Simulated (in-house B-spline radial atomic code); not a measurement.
Inner-shell binding energies (edges) and X-ray emission energies of free atoms and ions, as differences of relaxed hole-state energies with first-order Breit, QED and recoil terms, without correlation or multiplet splittings, in NIST's listed ground configurations. For neutral atoms such line energies lie within some 1 to 5 eV of tabulated X-ray lines (up to 20 eV for the heaviest). K = 1s, L1 = 2s. A dash marks a subshell that is part filled or wasn't run, or a line left out. Computed with an all-electron radial atomic-structure program (B-spline basis): Dirac-Hartree-Fock, average of the configuration, finite nuclei.

```csv
ion,configuration,K edge (eV),L1 edge (eV)
O,[He] 2s2 2p4,545.56,31.784
F+,[He] 2s2 2p4,722.52,57.945
Ne2+,[He] 2s2 2p4,927.13,91.172
Mg4+,[He] 2s2 2p4,?,?
Al5+,[He] 2s2 2p4,?,?
Si6+,[He] 2s2 2p4,2020.88,293.5
P7+,[He] 2s2 2p4,2363.17,361.37
```

Q: Fill in the row of Mg4+.

A: K edge (eV): 1418.96; L1 edge (eV): 178.5.

Q: Fill in the row of Al5+.

A: K edge (eV): 1706.15; L1 edge (eV): 232.54.
